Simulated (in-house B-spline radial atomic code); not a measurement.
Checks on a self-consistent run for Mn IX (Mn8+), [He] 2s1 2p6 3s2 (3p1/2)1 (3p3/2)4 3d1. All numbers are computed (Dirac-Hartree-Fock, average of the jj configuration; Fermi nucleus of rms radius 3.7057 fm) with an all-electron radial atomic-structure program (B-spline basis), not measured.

| orbital | q | ε (Eh) | <1/r> | <r²> | small-component weight |
| --- | --- | --- | --- | --- | --- |
| 1s1/2 | 2 | -251.38072 | 24.9309 | 0.00498493 | 0.0080726 |
| 2s1/2 | 1 | -37.65629 | 5.40625 | 0.0901945 | 0.0015115 |
| 2p1/2 | 2 | -33.04327 | 5.33983 | 0.0709598 | 0.0014847 |
| 2p3/2 | 4 | -32.69509 | 5.26613 | 0.0720181 | 0.001473 |
| 3s1/2 | 2 | -9.86776 | 1.87844 | 0.668905 | 0.00040811 |
| 3p1/2 | 1 | -8.57593 | 1.77437 | 0.687519 | 0.00036927 |
| 3p3/2 | 4 | -8.44884 | 1.74872 | 0.699576 | 0.0003619 |
| 3d3/2 | 0.4 | -6.58158 | 1.61819 | 0.664657 | 0.00031566 |
| 3d5/2 | 0.6 | -6.65474 | 1.61358 | 0.665047 | 0.00031442 |

Electron-electron repulsion V_ee = 300.6830 hartree.

What total energy follows from the eigenvalues?

The eigenvalues count the repulsion twice, so E = Σqε - V_ee = -806.017 - 300.683 = -1106.700 hartree; the run printed -1106.700.

Does the Dirac virial theorem hold?

For a point nucleus E = -2c²Σq·w, with w the small-component weight. Here Σq·w = 0.029466 and c = 137.0360, so the ratio E/(-2c²Σq·w) is 1.000006; the finite nucleus accounts for the departure from 1.

What diamagnetic shielding (Lamb formula) and susceptibility (Langevin formula) do the radii give?

σ = (α²/3)Σq<1/r> = 101.154/(3·137.036²) = 1795.5 ppm, and χ = -0.79199×10⁻⁶·Σq<r²> = -4.767×10⁻⁶ cm³/mol with Σq<r²> = 6.0187 bohr². Both are non-relativistic formulas without the paramagnetism of open shells.
